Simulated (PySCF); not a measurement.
PySCF job for B(GeH3)(OH)2 (BGeH₅O₂), SMILES O[B](O)[GeH3], PBE0/pcSseg-1. Geometry: ωB97X-D3(BJ)/def2-SVP. This is a generated structure with no PubChem entry under its InChIKey; it may be hypothetical. Other conformers were not sampled.

```python
import numpy as np
from pyscf import gto, scf, dft
from pyscf.prop.nmr import rks as nmr

mol = gto.M(
    atom='''
    B    -1.01461628    0.11474420    0.36409083
    Ge    0.93986356   -0.10195037   -0.33554378
    H     1.13632005   -1.45375147   -1.04856577
    H     1.30805224    0.99752279   -1.35135950
    H     1.96572801   -0.04670578    0.81388785
    O    -1.37676477   -0.26963837    1.61863623
    H    -0.64743068   -0.61589935    2.14064299
    O    -2.00535080    0.63237612   -0.41268785
    H    -1.70829734    0.90562266   -1.28524584
    ''',
    basis='pcSseg-1',
    charge=0,
    spin=0,
    max_memory=1600,
    verbose=3,
)
mf = dft.RKS(mol, xc='pbe0')
mf.grids.level = 3
mf.conv_tol = 1e-10
mf.max_cycle = 100
mf.kernel()
n = nmr.NMR(mf)
n.verbose = 2
n.max_cycle_cphf = 60
sigma = n.kernel()
print('atom   isotropic/ppm   span/ppm')
for i, s in enumerate(sigma):
    w = np.linalg.eigvalsh((s + s.T) / 2)
    print(f'{mol.atom_symbol(i):2s}{i + 1:3d} {w.mean():14.3f} {w[2] - w[0]:11.3f}')
```

Output:

```
converged SCF energy = -2254.70523418504
atom   isotropic/ppm   span/ppm
B   1         67.917      38.659
Ge  2       1701.046     103.352
H   3         27.945      16.255
H   4         28.134      17.025
H   5         28.154      17.054
O   6        154.047     266.080
H   7         26.771      11.719
O   8        154.751     265.586
H   9         26.791      11.727
```

The run converged.

Cost: roughly 28 core-seconds.
